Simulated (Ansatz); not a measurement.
The same hydrolysis along the group F, Cl, Br.

Gas-phase electronic energies from Ansatz, PBE0-D4/def2-TZVP geometries. CCSD(T)/CBS is the MP2 limit (def2-TZVPP, def2-QZVPP) plus CCSD(T) − MP2 in def2-TZVPP, frozen cores. Small cases extrapolate CCSD(T) itself. Functionals use def2-TZVPP. For Br outer-core shells are correlated without core-valence functions, which leaves a few kJ/mol of doubt a bond. Scalar relativity is left out up to krypton. One conformer a species, not always the lowest.

| reaction | CCSD(T)/CBS(def2) (kJ/mol) |
| --- | --- |
| boron trifluoride + H₂O → `OB(F)F` + H–F | ? |
| boron trichloride + H₂O → `OB(Cl)Cl` + HCl | -54 |
| `BrB(Br)Br` + H₂O → `OB(Br)Br` + HBr | -59 |

(1) Fill in the missing values. (An estimate is asked.)

Largest T1 diagnostic: 0.012, for `FB(F)F`.

Extrapolated directly: boron trifluoride + H₂O → `OB(F)F` + H–F; boron trichloride + H₂O → `OB(Cl)Cl` + HCl.

Answers

(1) The calculation gave: boron trifluoride + H₂O → `OB(F)F` + H–F: +9.1 kJ/mol.
